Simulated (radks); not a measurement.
Task: Excited configurations of Sb+: one electron is placed in a higher orbital outside [Kr] 4d10 5s2 5p1. The ground configuration is [Kr] 4d10 5s2 5p2. All-electron calculation, Dirac Kohn-Sham, BLYP, spin-unpolarised, spherical densities, finite nucleus; open shells fill j = l - 1/2 first; Fermi nuclear charge, rms radius 4.6802 fm. Program: a radial shooting solver on a logarithmic mesh with Libxc functionals. Excitation = E - E(ground); binding = E(ion) - E, where the ion is the core of charge +2; n* = 2/sqrt(2 binding) in atomic units, and the quantum defect is n - n*.

outer orbital  excitation (eV)  binding (eV)     n*  quantum defect  eigenvalue (eV)  <r> (bohr)
4f5/2                   12.778         3.555  3.913           0.087           -2.333       8.042
5d3/2                    9.308         7.026  2.783           2.217           -4.650       4.530
5f5/2                   13.791         2.542  4.627           0.373           -1.823       13.37
6s1/2                    8.303         8.030  2.603           3.397           -6.101       5.277
6p1/2                   10.145         6.188  2.966           3.034           -4.648       6.336
6d3/2                   12.409         3.924  3.724           2.276           -2.935       9.366
6f5/2                   14.472         1.861  5.408           0.592           -1.399       19.94
7s1/2                   11.947         4.386  3.523           3.477           -3.414       9.685
7d3/2                   13.790         2.544  4.626           2.374           -1.965       15.31
7f5/2                   14.918         1.415  6.201           0.799           -1.096       27.75

Estimate the row for 7p1/2.

Result: excitation (eV) 12.683; binding (eV) 3.650; n* 3.861; quantum defect 3.139; eigenvalue (eV) -2.808; <r> (bohr) 11.18. The Delta-SCF ionisation energy is 16.333 eV (NIST Atomic Spectra Database: 16.63 eV, measured). Self-interaction in the functional shifts the binding energies and quantum defects, so they are the method's values and not measured ones. Spin polarisation and multiplet splitting are left out, so open shells lie too high by an amount that depends on their filling.

Beside tabulated values, note that spin-unpolarised runs miss the spin-polarisation part of the exchange energy of open shells.
